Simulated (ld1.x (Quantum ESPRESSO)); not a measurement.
## Building the RRKJ potential for B (Z = 5) (LDA (PZ), scalar-relativistic).

```json
{"Element": "boron", "Generator": "ld1.x (Quantum ESPRESSO) 7.5", "Type": "norm-conserving RRKJ (Kleinman–Bylander form)", "Functional": "LDA (PZ)", "Relativity": "scalar-relativistic", "Frozen core": "[He]", "Valence charge": "3", "Reference configuration": "2s2 2p0.75 (charge +0.25)", "Partial waves": "2s (bound): rc 1.20 bohr; 2p (bound): rc 3.05 bohr", "Local potential": "the p channel", "Core correction": "a·sin(br)/r model core inside 1.25 bohr"}
```

- Cutoffs needed: 30 Ry and 40 Ry (the cutoffs (Ry, on a coarse ladder) from which the occupation-weighted sum of valence levels, in a spherical-Bessel basis at the reference potential, stays within 10 and 1 mRy of its value at 400 Ry)
- Ghost test: no extra level below or beside the all-electron valence levels (s, p, d, f tested) (spherical-Bessel basis up to 400 Ry, 20 bohr box)
- Largest excitation error: +236 meV (all-electron minus pseudo) for 2s1 2p0, out of 7 test configurations
